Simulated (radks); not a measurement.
The table gives one normalised radial function P(r) = r R(r) of Au3+ in [Xe] 4f14 5d8 (r in bohr). Calculated with a radial shooting solver on a logarithmic mesh with Libxc functionals: scalar-relativistic Kohn-Sham, BLYP, spin-polarised, spherical densities, finite nucleus; open shells are filled with parallel spins first (spin-orbit coupling, left out, can overturn this in heavy ions); Fermi nuclear charge, rms radius 5.4371 fm.

r,P
0.00208,0.0000
0.002421,0.0000
0.002796,0.0000
0.003255,0.0000
0.003759,0.0000
0.004377,0.0000
0.005095,0.0000
0.005884,0.0000
0.00685,0.0000
0.007911,0.0001
0.00921,0.0001
0.01064,0.0002
0.01238,0.0003
0.0143,0.0005
0.01665,0.0009
0.01923,0.0014
0.02238,0.0025
0.02585,0.0041
0.03009,0.0069
0.03503,0.0114
0.04046,0.0183
0.0471,0.0297
0.05439,0.0462
0.06332,0.0726
0.07313,0.1092
0.08514,0.1643
0.09832,0.2365
0.1145,0.3379
0.1322,0.4604
0.1539,0.6173
0.1792,0.7970
0.2069,0.9778
0.2409,1.1622
0.2782,1.3108
0.3238,1.4176
0.374,1.4542
0.4354,1.4166
0.5028,1.3129
0.5854,1.1464
0.676,0.9548
0.787,0.7412
0.9089,0.5487
1.058,0.3726
1.232,0.2339
1.423,0.1391
1.656,0.0733
1.913,0.0362
2.227,0.0152
2.572,0.0059
2.994,0.0018
3.457,0.0005
4.025,0.0001
4.648,0.0000
5.411,0.0000
6.249,0.0000
7.275,0.0000

Which n and l does it have? It may be an empty orbital.

Answer. n = 4, l = 3: the number of nodes gives n - l - 1 = 0, the rise at small r (about r^(l+1), flatter next to the nucleus through relativity) gives l, and the extent must fit the shell. The curve is that of 4f up; the table hardly tells the two spins apart. 4f up: eigenvalue -117.69 eV, 0 radial nodes, <r> = 0.499 bohr, 90 % of the charge inside 0.801 bohr.
